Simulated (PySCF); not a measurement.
Several compounds and their computed core spectra got separated.

Theory: delta-SCF UKS SCAN, pcX-2 on the ionised atom, pcseg-1 elsewhere, spin-free X2C in PySCF. Geometries: PBE0-D3(BJ)/def2-SVP; isolated species, one conformer each.

Line lists (1s up to Mg, 2p3/2 beyond, nothing for Ge; areas count atoms within a level, one atom standing for each set equivalent by bonding):
1. B 1s: 194.47 eV; C 1s: 289.34 (area 1), 289.92 (area 2), 290.00 (area 2), 291.45 (area 2) eV; N 1s: 404.72 eV
2. F 1s: 692.22 eV; Si 2p3/2: 106.93 (area 1), 107.90 (area 1) eV
3. C 1s: 289.74 (area 1), 291.44 (area 1), 292.13 (area 1) eV; O 1s: 538.38 eV; Si 2p3/2: 106.29 eV

Structures:
A. `COC[SiH2][CH2][GeH3]`
B. `F[SiH2][SiH3]`
C. `CN(C)BC1CCCC1`

Which list belongs to which compound?

- 1 = C: no other candidate has this set of levels. B 1s: 194.47 three-coordinate boron; C 1s: 289.34 sp3 carbon bound to boron, 289.92 ring CH2 carbon (×2), 290.00 ring CH2 carbon (×2), 291.45 N-methyl carbon (×2); N 1s: 404.72 boron-bound nitrogen.
- 2 = B: no other candidate has this set of levels. F 1s: 692.22 silicon-bound fluorine; Si 2p3/2: 106.93 SiH3 silicon, 107.90 fluorine-bound silicon.
- 3 = A: no other candidate has this set of levels. C 1s: 289.74 sp3 carbon bound to silicon, 291.44 sp3 carbon bound to oxygen, 292.13 methoxy carbon; O 1s: 538.38 ether oxygen; Si 2p3/2: 106.29 SiH2 silicon.

For 2p shells one spin-free hole was relaxed; a mean-field spin–orbit operator and the ground-state splitting of the three 2p orbitals were then diagonalised within the shell. The shell's mean is (2 × 2p3/2 + 2p1/2)/3, and the degeneracies 2j + 1 give areas of 2:1. 1 of these hole states is spin-contaminated (⟨S²⟩ 0.87, against 0.75; counted from 0.85) and less certain.
